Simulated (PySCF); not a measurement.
## Radial density of Fe- (iron, charge -1)

UHF, [Ar] 3d7 4s2, high-spin 4F determinant. Computed with PySCF 2.14 in aug-cc-pVQZ-DK (9s8p6d4f3g2h, 140 functions), with scalar relativity by spin-free X2C-1e.

```tsv
r (bohr)	4πr²ρ (e/bohr)	4πr²(ρα − ρβ)
0.000995	0.2120	0.0000
0.00167	0.5351	0.0000
0.00281	1.323	0.0001
0.00473	3.165	0.0003
0.00796	7.138	0.0007
0.0134	14.52	0.0013
0.0225	24.71	0.0020
0.0379	31.33	0.0017
0.0637	27.19	0.0007
0.107	25.50	0.0169
0.180	34.88	0.1558
0.303	21.55	0.7934
0.510	13.81	2.1627
0.858	15.20	2.5162
1.44	4.744	1.2321
2.43	1.062	0.3851
4.08	0.3987	0.0814
6.87	0.1468	-0.0588
11.6	0.03923	-0.0354
19.4	0.0001704	-0.0002
```

Densities and radii are taken from the X2C orbitals without a picture-change correction, which distorts them close to the nucleus.

⟨S²⟩ = 4.01 against 3.75 shows spin contamination. At UHF the highest occupied level has a positive energy, so only the finite basis holds that electron.

Q: Where is the radial spin density 4πr²(ρα − ρβ) most negative, and why is it negative at all?

A: Around r = 6.87 bohr, down to -0.0588 e/bohr: exchange with the open shell polarises the paired shells in an unrestricted calculation.
